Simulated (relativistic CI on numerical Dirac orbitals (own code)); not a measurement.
# How well does a small relativistic CI reproduce Sc VII?

Calculated at this level of theory: Dirac-Coulomb-Breit CI, KLI orbitals optimised for each configuration, model QED, valence Slater integrals scaled by 0.9, configuration energies shifted to the measured levels that pair with them (semi-empirical) (own radial code, finite nucleus).

CI space (outside the closed core [Ne]): 3s2.3p3, 3s.3p4, 3s2.3p2.3d, 3s2.3p2.4s, 3p5, 3s2.3p.3d2, 3s.3p3.3d, 3p3.3d2, 3p4.3d, 3s.3p2.3d2, 3s2.3p2.4p, 3s2.3p2.4d, 3s2.3p2.4f, 3s.3p3.4s, 3s2.3p2.5s, 3s2.3p2.5p, 3s.3p3.4p, 3s2.3p2.5d, 3s2.3p.3d.4s, 3s2.3p2.5f, 3s.3p3.4d, 3s2.3p2.5g, 3s2.3p.3d.4p, 3s.3p3.4f, 3s.3p3.5s, 3p4.4s, 3s.3p3.5p, 3s.3p2.3d.4s, 3s.3p3.5d, 3p4.4p. Levels of other configurations are missing.

| Configuration | Term (tabulated) | J | Measured (cm⁻¹) | Computed | Error | Purity (%) |
| --- | --- | --- | --- | --- | --- | --- |
| 3s2.3p3 | 4S° | 3/2 | 0.0 | 0 | 0 | 96 |
| 3s.3p4 | 4P | 5/2 | 175055.0 | 175077 | 22 | 88 |
| 3s.3p4 | 4P | 3/2 | 177776.5 | 177774 | -2 | 88 |
| 3s.3p4 | 4P | 1/2 | 179197.3 | 179189 | -8 | 88 |
| 3s2.3p2.3d | 4P | 1/2 | 337224.0 | 337227 | 3 | 86 |
| 3s2.3p2.4s | 4P | 1/2 | 541691.0 | 541691 | 0 | 95 |
| 3s2.3p2.4s | 4P | 3/2 | 543600.0 | 543649 | 49 | 95 |
| 3s2.3p2.4s | 4P | 5/2 | 546469.0 | 546457 | -12 | 95 |

Measured levels from Sugar and Corliss, J. Phys. Chem. Ref. Data 9, 473 (1980); pairs were made by configuration, J and term (by order where the table uses no LS term), so strongly mixed levels may be paired wrongly. Some J values or terms of the table were assigned by a fit.

Mean error by configuration (cm⁻¹): 3s.3p4 4; 3s2.3p2.3d 3; 3s2.3p2.4s 12. Over the excited levels the mean absolute error is 14 cm⁻¹ (7 of the 7 excited levels that our extract of the source holds in range could be paired), and the median relative error of those above 1,000 cm⁻¹ is 0.0022 %, both after the shifts were fitted to these levels, so that a configuration with one level shows no error. Some levels of the ground configuration have no partner.

Configurations whose levels could be paired with our table of measured levels were shifted onto them, all but the ground configuration, by the median error of their levels; single terms can still be off by 1,000 to 2,000 cm⁻¹ or more, and rates follow the energies as ν³ (E1, M1) or ν⁵ (E2). The others borrow a shift and can be off by several thousand cm⁻¹ or more. 7 of the 7 excited levels that our extract of the measured tables holds in this range could be paired (the sources list more); they are missed by 14 cm⁻¹ on average and 49 at most, after the shifts were fitted to these levels, and levels without a partner can miss by more. Some levels of the ground configuration have no partner and can miss by 10 % or more.

Shifts applied (cm⁻¹): 3s2.3p3 0; 3s.3p4 -3439; 3s2.3p2.3d -6172; 3s2.3p2.4s -5271.
